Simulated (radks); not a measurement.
Q: Species: Mg+. Configuration: [He] 2s1 2p6 3s1 4f1 (not the ground configuration). Calculated with a radial shooting solver on a logarithmic mesh with Libxc functionals: scalar-relativistic Kohn-Sham, LDA (Slater exchange, Perdew-Zunger correlation), spin-polarised, spherical densities, point nucleus; open shells are filled with parallel spins first. Some entries of the table are withheld. Estimate them.

orbital  occ.  eigenvalue (eV)  <1/r> (bohr^-1)  <r^2> (bohr^2)
1s up       1        -1292.575            11.59         0.02313
1s down     1        -1290.755            11.59         0.02314
2s up       1        -112.4446            2.160          0.5487
2s down     0        -109.6274            2.151          0.5537
2p up       3         -79.9844            2.044          0.5322
2p down     3         -77.3342            2.038          0.5374
3s up       1         -20.0640           0.5963             (1)
3s down     0         -17.8698           0.5900             (2)
3p up       0         -14.1554              (3)           7.996
3p down     0         -12.1396              (4)           8.687
4s up       0          -6.5063           0.2386           35.99
4s down     0          -5.6539           0.2294           39.16
4f up       1          -2.5895           0.1343           78.86
4f down     0          -2.0809           0.1197           99.49

A: 
(1) 3s up <r^2> (bohr^2): 6.018
(2) 3s down <r^2> (bohr^2): 6.260
(3) 3p up <1/r> (bohr^-1): 0.5138
(4) 3p down <1/r> (bohr^-1): 0.4981
